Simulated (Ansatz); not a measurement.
Ideal-gas functions of `C[CH2][GaH]` radical at 600 K and 1 bar, from an Ansatz frequency run at PBE0-D4/def2-TZVP.

Molar mass 99.79 g/mol, point group Cs (symmetry number 1), electronic degeneracy 2, moments of inertia 16.474, 145.587, 155.866 u Å². Harmonic wavenumbers (cm⁻¹, unscaled): 135, 203, 207, 470, 544, 551, 907, 961, 1056, 1188, 1245, 1407, 1430, 1488, 1496, 1796, 3021, 3037, 3064, 3099, 3116.

Use S(trans) = R[1.5 ln M + 2.5 ln T − 1.1517]; rotational temperatures θ = 24.2544 K / I; S(rot) = R[ln(√π/σ · √(T³/θAθBθC)) + 1.5]; for each mode x = 1.438777 ν̃/T, S = R[x/(eˣ − 1) − ln(1 − e⁻ˣ)] and H = RT x/(eˣ − 1); 1 cm⁻¹ = 0.0119627 kJ/mol; R = 8.31446 J/(mol·K).

**Question.** By hand: the entropy, in J/(mol·K).

**Answer.** Translation 180.8. Rotation: θ = 1.4723, 0.1666, 0.1556 K, giving 110.6. Vibration, mode by mode: 17.73, 14.38, 14.22, 7.75, 6.67, 6.58, 3.32, 3.00, 2.51, 1.95, 1.75, 1.28, 1.23, 1.10, 1.08, 0.60, 0.05, 0.05, 0.04, 0.04, 0.04, in all 85.4. Electronic 5.8. Sum 382.6 J/(mol·K).

**Question.** By hand: H − E and G − E in kJ/mol, counted from the electronic energy.

**Answer.** Zero-point energy ½ × 30421 × 0.0119627 = 182.0; thermal vibration 27.5; translation, rotation and pV give 4 RT = 20.0. H − E = 229.5 kJ/mol, and G − E = 229.5 − 600 × 382.6/1000 = -0.1 kJ/mol.

Vibration gives 22 % of the entropy, 17.7 J/(mol·K) of it from the mode under 150 cm⁻¹: soft modes count most, and the harmonic formula is weakest for them.
